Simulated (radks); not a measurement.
Values are calculated unless marked as measured or tabulated.
Coulomb parameter of the 4f shell of neutral terbium in the model configuration [Xe] 4f7 6s2 6p2, as a second difference U = [E(n + 0.5) + E(n - 0.5) - 2 E(n)] / (0.5)^2 with all orbitals relaxed. "Bare": the charge of the atom changes with n. "Screened": the 6p shell takes up the change at fixed total charge, which measures U(4f,4f) + U(6p,6p) - 2 U(4f,6p). Level of theory: Dirac Kohn-Sham, PBE, spin-unpolarised, spherical densities, finite nucleus; open shells are shared between the two j in proportion to 2j + 1; Fermi nuclear charge, rms radius 5.06 fm (a radial shooting solver on a logarithmic mesh with Libxc functionals).

case                  configuration  E - E(n) (eV)
start              [Xe] 4f7 6s2 6p2          0.000
bare +0.5        [Xe] 4f7.5 6s2 6p2         -9.381
bare -0.5        [Xe] 4f6.5 6s2 6p2         13.489
screened +0.5  [Xe] 4f7.5 6s2 6p1.5         -8.549
screened -0.5  [Xe] 4f6.5 6s2 6p2.5         11.117

U(bare) = 16.432 eV, U(screened by 6p) = 10.270 eV, against the Slater integral F0(4f,4f) = 31.843 eV with frozen orbitals. The step up makes a negative ion, whose loosely bound charge lowers the bare value.
